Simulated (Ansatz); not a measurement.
The cluster Na₂Cl₃, relaxed as a doublet with UKS PBE-D4/def2-SVP in Ansatz, starting from the GFN1-xTB geometry. Force threshold 0.02 eV/Å.

In the doublet, Cl3 and Cl5 lie 2.71 Å apart (atoms count from 1), so these atoms are partly bonded to each other. The relaxation made no stability test and no search for a lower SCF solution. The structure comes from a short search, and lower isomers may exist.

Start:

```
atom   x (Å)   y (Å)   z (Å)
 Na1   0.687  -1.394   0.412
 Na2  -0.587   1.212  -0.880
 Cl3   0.967   1.043   1.178
 Cl4   0.299  -0.811  -1.945
 Cl5  -1.365  -0.050   1.235
```

| step | energy (eV) | largest force component (eV/Å) | SCF passes |
| --- | --- | --- | --- |
| 1 | -46368.9604 | 0.986 | 15 |
| 2 | -46369.1227 | 0.265 | 25 |
| 3 | -46369.1409 | 0.041 | 21 |
| 4 | -46369.1415 | 0.010 | 21 |

Force components are those of the run's own axes.

End:

```tsv
atom	x (Å)	y (Å)	z (Å)
Na1	0.675	-1.401	0.348
Na2	-0.575	1.168	-0.919
Cl3	1.010	1.127	1.297
Cl4	0.336	-0.870	-2.098
Cl5	-1.446	-0.024	1.371
```

By distances, no bond broke or formed. The bond that changes most is Na1–Cl3, from 2.57 to 2.72 Å (atoms count from 1).

No frequencies were taken in this run, so the end may be a saddle point.

Hardware: 4 threads of Arm Neoverse V1 on a shared host. Wall time 5 s.
